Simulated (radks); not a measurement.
Species: Rh3+. Configuration: [Kr] 4d6 (the NIST ground configuration). Method: non-relativistic Kohn-Sham, LDA (Slater exchange, Perdew-Wang correlation), spin-polarised, spherical densities, point nucleus; open shells are filled with parallel spins first (spin-orbit coupling, left out, can overturn this in heavy ions); relativity is left out, which matters for an element this heavy; computed with a radial shooting solver on a logarithmic mesh with Libxc functionals.

Unscreened Slater integrals over Kohn-Sham orbitals (hartree). They are taken over the spin-up orbitals.

integral,value
"F0(4d,4d)",0.66898
"F2(4d,4d)",0.33713
"F4(4d,4d)",0.22144
"F0(4d,4p)",0.73907
"F2(4d,4p)",0.36880
"G1(4d,4p)",0.46581
"G3(4d,4p)",0.28550
"F0(4d,4s)",0.75870
"G2(4d,4s)",0.34743
"F0(4p,4p)",0.83665
"F2(4p,4p)",0.43949
"F0(4p,4s)",0.86549
"G1(4p,4s)",0.59060
"F0(4s,4s)",0.89785

Derived for the open shells (J is the average intra-shell exchange parameter used in DFT+U). 4d: Racah B = F2/49 - 5 F4/441 = 0.004370 hartree, C = 35 F4/441 = 0.01757 hartree, C/B = 4.02, F4/F2 = 0.657, J = (F2 + F4)/14 = 0.03990 hartree.
